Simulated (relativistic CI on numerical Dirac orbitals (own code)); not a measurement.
Computed by Dirac-Coulomb-Breit CI, KLI orbitals optimised for each configuration, QED by a radiative potential, unscaled Slater integrals (own radial code, finite nucleus).

The strongest absorption lines from the ground level of an ion, among the configurations computed and to levels below about 1240 eV (vacuum wavelength in nm, gf): 1.0372 (0.57), 1.0475 (0.57), 1.2882 (0.53), 1.2929 (3.7), 1.2941 (2.3), 1.2983 (0.92), 1.3086 (1.3), 1.3242 (0.94).

Task: Which ion is it?
A. Co²⁰⁺
B. Ga²²⁺
C. Co¹⁸⁺
D. Mn¹⁶⁺

Result: C. Co¹⁸⁺ has 9 electrons and the ground level 2s2.2p5 2P°_3/2; the strongest line goes to 2s2.2p4.3d 2D_5/2. The pattern of lines fixes the number of electrons, and along that sequence the line energies rise steadily with the charge (about as its square where n changes within one kind of shell, about linearly where n is kept but much faster in heavy ions where fine structure, which grows about as Z⁴, sets the gap, and irregularly where shells cross), which fixes Z. Configurations outside the model, such as inner-shell arrays, can give stronger lines. At this charge energies of transitions that change n are usually good to better than 1 %, and those within a shell (Δn = 0) to a few per cent.

LS names give the leading component of a level, which can be under half, so a name can repeat, a term be missing and a line seem to break the LS rules.
